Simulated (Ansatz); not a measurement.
Consider the ligand exchange at the Si–N bond: `CN[SiH2]NC` + HCl → `CN[SiH2]Cl` + CH₃NH₂.

Calculated with Ansatz (gas phase, PBE0-D4/def2-TZVP geometries, no zero-point term in ΔE). CBS: MP2 limit from def2 TZ/QZ plus the TZ coupled-cluster correction, frozen cores. This one scheme is used for every species. Functionals use def2-TZVPP. B3LYP here is the variant with VWN-RPA as its local correlation; programs differ in this. Each species was taken in one conformer, which may not be the lowest.

| level | ΔE (kJ/mol) |
| --- | --- |
| PBE-D4 | -53.2 |
| B3LYP-D4 | -49.7 |
| HF/CBS(def2) | -57.6 |
| MP2/CBS(def2) | -53.0 |

Problem. What does CCSD(T)/CBS give? (Estimate.)

Solution. The calculation gave: -50.6 kJ/mol. The listed levels differ from it by -2.6, 0.9, -7.0, -2.4 kJ/mol.

Largest T1 diagnostic among the species: 0.010.

The D4 term adds +5.0 kJ/mol with B3LYP and +3.1 kJ/mol with PBE0; it sums over pairs of atoms, weighted by their polarisabilities, and B3LYP, whose exchange is more repulsive, gets the larger term. In def2-TZVPP, CCSD(T) changes the Hartree–Fock value by +10.7 kJ/mol (the triples alone add +0.5 kJ/mol) and MP2 by +8.3 kJ/mol.
